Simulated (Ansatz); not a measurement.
Consider the formal exchange of groups at the Si–F bond: `F[SiH](F)Br` + `C=C` → `C=C[SiH](F)Br` + H–F.

Gas-phase electronic energies from Ansatz, PBE0-D4/def2-TZVP geometries. CCSD(T)/CBS adds triple-zeta CCSD(T) − MP2 to the extrapolated MP2 energy (def2 sets, frozen cores). This one scheme is used for every species. Functionals use def2-TZVPP. HSE06 is defined as in plane-wave codes. For Br outer-core shells are correlated without core-valence functions, which leaves a few kJ/mol of doubt a bond. Scalar relativity is left out up to krypton. One conformer a species, not always the lowest.

Question: Is it downhill or uphill in electronic energy at CCSD(T)/CBS, and by how much? (Estimate.)

Answer: The calculation gave: Uphill: ΔE = +135.1 kJ/mol.

Question: What do these levels give: BLYP-D4, HSE06-D4, ωB97X-V, ωB97M-V, PBE, BLYP, PBE0, r2SCANh, RPA@PBE/def2-TZVPP, MP2/def2-SVP, CCSD/def2-SVP, CCSD(T)/def2-TZVPP? (Estimate.)

Answer: The calculation gave: BLYP-D4 136.3, HSE06-D4 128.1, ωB97X-V 138.7, ωB97M-V 138.7, PBE 131.8, BLYP 147.0, PBE0 133.3, r2SCANh 142.3, RPA@PBE/def2-TZVPP 136.1, MP2/def2-SVP 130.8, CCSD/def2-SVP 134.6, CCSD(T)/def2-TZVPP 136.5 kJ/mol.

Question: What do rigid-rotor, harmonic-oscillator terms from PBE0-D4/def2-TZVP frequencies (298.15 K, 1 bar) make of the CCSD(T)/CBS value? (Estimate.)

Answer: Ansatz gave: ΔZPE = -5.3 kJ/mol, ΔH = +132.9 kJ/mol, ΔS = -5 J/(mol·K), ΔG = +134.4 kJ/mol.

Largest T1 diagnostic among the species: 0.011.

From BLYP to BHLYP (50 % exact exchange), in def2-TZVPP and without D4, ΔE moves by +4.3 kJ/mol. In def2-TZVPP, CCSD(T) changes the Hartree–Fock value by −22.3 kJ/mol (the triples alone add −3.6 kJ/mol) and MP2 by −25.2 kJ/mol. The D4 term adds −8.7 kJ/mol with B3LYP and −5.0 kJ/mol with PBE0; it sums over pairs of atoms, weighted by their polarisabilities, and B3LYP, whose exchange is more repulsive, gets the larger term.

B3LYP here is the variant with VWN-RPA as its local correlation; programs differ in this.
